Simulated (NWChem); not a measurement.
System: CH5FOSi; SMILES OC[SiH2]F

```xyz
9

O      0.6102    -1.8381     0.2241
C     -0.3774    -1.0754    -0.4327
Si    -0.4628     0.7156     0.1472
F      0.8886     1.5184    -0.2712
H      0.4020    -1.8609     1.1639
H     -1.3905    -1.5283    -0.3604
H     -0.1329    -1.0857    -1.5087
H     -1.6241     1.4216    -0.4681
H     -0.5539     0.7413     1.6380
```
Atoms are numbered in this order, from 1.

All runs: NWChem. Geometry: optimised at PBE0/def2-SVP. Atomic charges in e: unrestrained fits to the electrostatic potential beside Mulliken populations; buried atoms are poorly determined by the fit.

Problem. What does the run give for B3LYP/def2-SVP? Quantities: ESP O1; Mulliken O1; ESP C2; Mulliken C2; ESP Si3; Mulliken Si3; ESP F4; Mulliken F4; relative RMS misfit of the potential (%).

Solution. 
```yaml
ESP O1: -0.57
Mulliken O1: -0.31
ESP C2: 0.22
Mulliken C2: -0.02
ESP Si3: 0.58
Mulliken Si3: 0.69
ESP F4: -0.30
Mulliken F4: -0.34
relative RMS misfit of the potential (%): 24
```
